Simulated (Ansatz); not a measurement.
C₄H₅ (SMILES [CH-]=C1CC1), charge -1, singlet, at a GFN2-xTB geometry (a gas-phase anion, which may not be bound at this level). Base run: B3LYP/3-21G run with Ansatz (a program for electronic structure).

Ansatz was given this input:
Ansatz 0.2 input:
```yaml
crystal:
  periodic: [false, false, false]
  atoms:
    - {symbol: C, position_ang: [-0.00477750, -0.00846867, 0.42733059]}
    - {symbol: C, position_ang: [-0.00174017, -0.76951404, -0.83385328]}
    - {symbol: C, position_ang: [0.02025666, 0.75423460, -0.88448337]}
    - {symbol: C, position_ang: [-0.02048610, -0.11308971, 1.73328716]}
    - {symbol: H, position_ang: [-0.90781767, -1.26894023, -1.19210447]}
    - {symbol: H, position_ang: [0.89751813, -1.29434815, -1.17242457]}
    - {symbol: H, position_ang: [0.93628317, 1.22602460, -1.25140807]}
    - {symbol: H, position_ang: [-0.87391678, 1.25150097, -1.27114099]}
    - {symbol: H, position_ang: [-0.01158415, 0.90678977, 2.23339151]}
basis:
  gaussian:
    orbitals: 3-21G.json
hamiltonian:
  xc: b3lyp
total_charge: -1
```
The basis file holds 3-21G in the JSON format of the Basis Set Exchange.

The base run was repeated with changes; each row names its change, and settings that it needs were set with it.

| change | ΔE vs base (kcal/mol) |
|---|---|
| base | 0.000 |
| final_grid = 10, 20, 41 | 0.000 |
| final_grid = 14, 28, 59 | 0.000 |
| fitting.mean_field = def2-universal-JKFIT | [?] |
| nuclear_model = gaussian | 0.007 |
| point_charge = charge:-1.0 position_ang:-1.1673, 5.0795, 2.0166 | 58.32 |
| forces = on | 0.000 |
| final_grid = 6, 12, 29 | -0.003 |
| final_grid = 4, 8, 17 | [?] |
| lower_state_search = full | 0.000 |
| accuracy = high | 0.012 |

Question: Complete the blanks.

Answer: 
- fitting.mean_field = def2-universal-JKFIT, ΔE vs base (kcal/mol): -0.092
- final_grid = 4, 8, 17, ΔE vs base (kcal/mol): 0.087

A gas-phase anion may not be bound at this level; its values then depend on the basis.
